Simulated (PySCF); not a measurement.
Simulation results for CH$_{6}$AlBO, AlH$_{3}$N$_{2}$

All values are calculated (PySCF 2.14.0). Calculation on a computer-drawn molecule: optimised geometry and harmonic frequencies of an isolated molecule of the commonest isotopes, restricted reference for singlets and unrestricted otherwise, frozen core in MP2.

Common to all runs: charge 0; multiplicity 1; method HF; basis cc-pV(D+d)Z.

```json
{"entry": 1, "formula": "CH6AlBO", "start_structure": {"atoms_angstrom": [["C", -2.0935, -0.3994, 0.5116], ["B", -0.7102, -1.2154, 0.4781], ["Al", 0.6422, -0.6934, -1.0607], ["O", 0.1814, 0.3844, -2.3012], ["H", -2.8817, -1.1008, 0.9227], ["H", -2.4581, 0.0272, -0.38], ["H", -1.9676, 0.2965, 1.2357], ["H", -0.4186, -1.8484, 1.3239], ["H", 2.0174, -1.2787, -1.1994], ["H", 0.0137, 0.9256, -3.061]]}, "given": {"drawn_bonds_atom": [1, 2, 3, 1, 1, 1, 2, 3, 4], "drawn_bonds_other_atom": [2, 3, 4, 5, 6, 7, 8, 9, 10], "drawn_bonds_order": [1, 1, 1, 1, 1, 1, 1, 1, 1]}, "results": {"optimised_atom_element": ["C", "B", "Al", "O", "H", "H", "H", "H", "H", "H"], "optimised_atom_x [angstrom]": [-2.298, -0.7188, 0.463, 0.7571, -2.677, -2.828, -2.579, -0.1485, 1.093, 1.261], "optimised_atom_y [angstrom]": [-0.7774, -0.7567, -0.6297, 0.9192, -1.404, -1.026, 0.2562, -0.7616, -1.869, 1.146], "optimised_atom_z [angstrom]": [0.5732, 0.4913, -1.305, -1.94, 1.387, -0.3484, 0.8351, 1.558, -2.079, -2.703], "modes_frequency [cm^-1]": [51.03, 91.55, 176.5, 191.2, 397.5, 489.6, 551.8, 569.5, 626.6, 734.0, 850.4, 872.6, 890.6, 1049, 1193, 1421, 1534, 1575, 1944, 2622, 3121, 3203, 3246, 4216], "modes_reduced_mass [dalton]": [2.571, 1.142, 2.496, 2.382, 1.258, 2.15, 1.646, 1.109, 1.14, 1.418, 2.284, 1.271, 2.338, 2.754, 1.484, 1.277, 1.05, 1.071, 1.042, 1.089, 1.052, 1.079, 1.103, 1.068], "rotational_constants [GHz]": [13.74, 2.479, 2.29], "total_energy [hartree]": -382.8610, "convergence_status_largest_gradient_component [hartree/bohr]": 1.873e-05}}
{"entry": 2, "formula": "AlH3N2", "start_structure": {"atoms_angstrom": [["N", 0.4615, 0.8238, 3.8412], ["Al", 1.5488, -0.2229, 2.9954], ["N", 2.6573, -1.3822, 2.221], ["H", -0.4215, 0.324, 4.1327], ["H", 3.5865, -1.0609, 1.7689], ["H", 2.562, -2.3387, 2.0817]]}, "given": {"drawn_bonds_atom": [1, 2, 1, 3, 3], "drawn_bonds_other_atom": [2, 3, 4, 5, 6], "drawn_bonds_order": [2, 1, 1, 1, 1]}, "results": {"rotational_constants [GHz]": null, "total_energy [hartree]": null}}
```

**Q.** What rotational constants does the calculation give for AlH$_{3}$N$_{2}$ (entry 2)?
**A.** 371.9, 5.291, 5.217 GHz

**Q.** AlH$_{3}$N$_{2}$ (entry 2): total energy?
**A.** -352.5434 hartree

**Q.** Give the table of modes values for AlH$_{3}$N$_{2}$ (entry 2).
**A.** 
Modes:
```tsv
frequency (cm⁻¹)	reduced mass (dalton)
163	6.081
176	4.828
282.4	1.423
391.4	1.095
459.1	1.076
713.3	1.256
782.8	5.822
1296	9.549
1660	1.105
3787	1.051
3871	1.094
4013	1.087
```

Further results for AlH$_{3}$N$_{2}$ (entry 2):

```
convergence status largest gradient component : 2.892e-05 hartree/bohr
```

Optimised structure:
```xyz
6
AlH3N2
N      0.3338     0.3690     3.7713
Al     1.4673    -0.4513     3.0157
N      2.7153    -1.3538     2.1866
H     -0.3730     0.8801     4.2377
H      3.5592    -0.9603     1.8160
H      2.6920    -2.3407     2.0136
```
